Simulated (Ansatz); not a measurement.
Ansatz (a program for electronic structure) job for OY, SMILES [O]=[Y] (connectivity only; charge and spin as stated), neutral, multiplicity 2, PBE0/def2-TZVPD. Coordinates come from a PBE-D3(BJ)/def2-TZVPD optimisation. The def2 effective core potentials stand for the cores of Y; spin–orbit coupling is left out.

Ansatz 0.2 input:
```yaml
crystal:
  periodic: [false, false, false]
  atoms:
    - {symbol: Y, position_ang: [0.00000000, 0.00000000, -0.30748517]}
    - {symbol: O, position_ang: [0.00000000, 0.00000000, 1.49899019]}
basis:
  gaussian:
    orbitals: def2-TZVPD
hamiltonian:
  xc: {name: PBE0}
magnetization: {spin_polarized: true, initial_magnetization: 1}
```

It prints:

```
WARN ansatz: RAYON_NUM_THREADS=1 ignored (pool sized by the plan → 1); use --threads N
Functional definition: PBE0
integrals: 0.02 GiB planned
566 factors; their error is unknown
mean field: 0.23 GiB planned
mean field evaluation 1: about -3074.3132 eV, gradient 5.9e1 eV
mean field evaluation 2: about -2853.1165 eV, gradient 1.5e2 eV
mean field evaluation 4: about -3087.8979 eV, gradient 6.9e0 eV
mean field evaluation 8: about -3088.1688 eV, gradient 1.1e-1 eV
mean field evaluation 16: about -3088.1691 eV, gradient 1.8e-4 eV
mean field -3088.16908511 eV, -113.4881206417 hartree, gradient 2.6e-5 eV, S^2 0.752023; 1 other end points of the search recorded, 0 dependent functions left out
reference -3088.16911334 eV, -113.4881216791 hartree; 10, 9 occupied and 70, 71 virtual orbitals, 566 factors
Total energy: -3088.16911334 eV, -113.4881216791 hartree
```

Self-consistency was reached.

Cost: very roughly 2.6 core-seconds.
